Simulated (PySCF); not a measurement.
## Structure from NMR data

Molecular formula: C$_{6}$H$_{11}$B. Simulated spectra:

1H NMR (300 MHz, computed): δ 5.80 (dq, J = 7.8, 4.7 Hz, 1H), 5.20 (qd, J = 8.6, 7.8 Hz, 1H), 1.76 (dd, J = 8.6, 4.7 Hz, 3H), 0.85 (s, 6H).

13C{1H} NMR (computed): δ 234.5 (C), 97.0 (CH), 85.0 (CH), 15.3 (CH3), 12.9 (CH3).

Theoretical values (PySCF 2.14.0 with density-fitted response routines): geometry: PBE0-D3(BJ)/def2-SVP, B3LYP/pcJ-1 coupling constants (spin–dipole term only in couplings to heteroatoms), GIAO PBE0/pcSseg-1 shieldings. Isolated molecule, rapidly exchanging positions averaged, non-relativistic Hamiltonian, a single conformation.

Chemical shifts δ = σref − σ; TMS for 1H and 13C, all at this level.

What is the structure?

## Answers


5 carbon signals for 6 carbons: some carbons are equivalent by symmetry or fast rotation. Carbon types of the structure: 1 × C, 2 × CH, 3 × CH3, which accounts for all hydrogens. δC 234.5: central carbon of an allene; the central sp carbon of an allene is among the most deshielded carbons of hydrocarbons. δC 97.0, 85.0: terminal carbon of a cumulated C=C=C unit. δC 15.3: allylic methyl carbon; a saturated carbon with 1 carbon neighbour and no heteroatom attached. δC 12.9: methyl carbon bonded to B. δH 5.80, 5.20: hydrogen on a terminal carbon of a cumulated C=C=C unit; attached to an sp2 carbon and in the plane of the double bond. δH 1.76: hydrogen on an allylic methyl carbon; allylic position. δH 0.85: hydrogen on a methyl carbon bonded to B. The protons at 1.76 and 5.20 share a coupling of 8.6 Hz (vicinal).

These data were computed for SMILES CC=C=CB(C)C.

This is the structure that produced the data.

A carbon bonded to boron is broadened by the quadrupolar boron nucleus and is often missing from a measured spectrum. Splittings below 1 Hz are ignored in the labels, and close J values are merged. Unscaled 3J(H,H) at this level run about 10 % above measured values. Shifts are as computed. Against solution values, carbons near 30 ppm lie about +2 ppm off and those near 130 ppm about +5 ppm. Of 1309 compounds with measured shifts, 239 miss one by over three times the rms of a fit or turn the order of signals round; such compounds aren't used in these exercises.
